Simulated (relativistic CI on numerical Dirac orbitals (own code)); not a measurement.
## Cr VI: sensitivity of the levels to the model

Base calculation: Dirac-Coulomb-Breit CI, KLI orbitals optimised for each configuration, a model potential for QED, valence Slater integrals scaled by 0.85, P86 correlation energy added to each configuration.

Configuration list (outside the closed core [Ne]): 3s²3p⁶3d, 3s²3p⁵3d², 3s²3p⁶4s, 3s²3p⁶4p, 3s3p⁶3d², 3s²3p⁶4d, 3s²3p⁶5s, 3s²3p⁶4f, 3s²3p⁶5p, 3s²3p⁶5d, 3s²3p⁶6s, 3s²3p⁶5f, 3s²3p⁶5g, 3s²3p⁶6p, 3s²3p⁶6d. Double excitations out of closed p, d and f shells are left out; levels of such configurations are missing from the list, as are those of other unlisted configurations, and high levels can miss mixing partners.

Variants: (1) self-excluded LDA correlation estimate; (2) no correlation estimate; (3) QED terms removed. Shifts of the energy above 3s²3p⁶3d ²D3/2, in cm⁻¹, for the lowest level and the first level of each name with at least 55 % of one term (blank where a level changes its place among those of its configuration and J or its character, or is not in the variant):

```tsv
Level	Base	Δ(1)	Δ(2)	Δ(3)	Measured
3s²3p⁶3d ²D3/2	0	0	0	0	0
3s²3p⁶3d ²D5/2	902	0	0	-4	940
3s²3p⁶4s ²S1/2	234919	+877	-6773	-105	227858
3s²3p⁶4p ²P°1/2	303418	+1524	-7151	-29	296573
3s²3p⁶4p ²P°3/2	305162	+1523	-7148	-33	298397
3s²3p⁵3d² ⁴D°1/2	328554	-417	-936	0	
3s²3p⁵3d² ⁴D°3/2	329055	-417	-936	-2	
3s²3p⁵3d² ⁴D°5/2	329899	-417	-936	-5	
3s²3p⁵3d² ⁴D°7/2	331134	-417	-936	-8	
3s²3p⁵3d² ⁴G°11/2	344672	-417	-936	-2	
3s²3p⁵3d² ⁴G°9/2	346047	-417	-936	-3	
3s²3p⁵3d² ⁴G°7/2	347577	-417	-936	-5	
3s²3p⁵3d² ⁴P°5/2	347578	-417	-936	-3	
3s²3p⁵3d² ⁴G°5/2	349111	-417	-936	-7
```

At this charge configurations can still be misplaced by up to about 7 % of their energy. 20 of the 51 excited levels that our extract of the measured tables holds in this range could be paired (the sources list more); they are missed by 4945 cm⁻¹ on average and 8601 at most, and levels without a partner can miss by more.

Measured levels: Sugar and Corliss, J. Phys. Chem. Ref. Data 6, 317 (1977).

Ionisation energy from the two ground configurations alone: base 90.96 eV; self-excluded LDA correlation estimate 91.51 eV; no correlation estimate 89.58 eV. The NIST ASD value (measured) is 90.6349 eV.

LS names give the leading component of a level, which can be under half, so a name can repeat, a term be missing and a line seem to break the LS rules.
